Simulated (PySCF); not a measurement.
Al(OH)2 (AlH₂O₂), SMILES [Al+]([OH])[OH], charge +1. Coordinates come from a B3LYP-D3(BJ)/def2-TZVP optimisation. The spin state was assumed, not searched. The isomer is the one that the SMILES or the coordinates give; other isomers of the formula were not compared. One conformer was computed; it need not be the lowest.

TDA-LC-ωPBE/def2-SVPD (PySCF) puts the lowest singlet excitations at 6.65, 6.89, 7.19, 7.29, 9.19, 9.45 eV.

Question: What are the lowest excitation roots from ADC(2)/aug-cc-pVDZ in PySCF? (Estimate from the structure and the level; the computed values follow.)

Answer: 5.92, 6.20, 6.58, 6.67, 8.71, 9.17 eV. S1 differs by -0.72 eV (second minus first; roots are paired by order, and the bases may differ).
